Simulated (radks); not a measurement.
The numbers below are computed, except where a source is named.
Initial-state core-level shifts of the aluminium ion Al+ when its valence configuration changes from [Ne] 3s2. Code: a radial shooting solver on a logarithmic mesh with Libxc functionals. Model: scalar-relativistic Kohn-Sham, r2SCAN, spin-polarised, spherical densities, finite nucleus; open shells are filled with parallel spins first; meta-GGA in the generalised Kohn-Sham scheme; Fermi nuclear charge, rms radius 3.061 fm. Shifts are changes of the shell-averaged eigenvalues in eV (positive: less bound); the change of the density at the nucleus, which sets a Mossbauer isomer shift, is in e/bohr^3, on a base of 1504.

valence          1s      2s      2p  density at nucleus
3s1 3p1      -1.333  -1.336  -1.312             -3.2788
3s1.5 3p0.5  -0.828  -0.811  -0.804             -1.6679
3p2          -3.181  -3.115  -3.080             -6.7843
3s0.5 3p1.5  -2.257  -2.227  -2.198             -5.0508
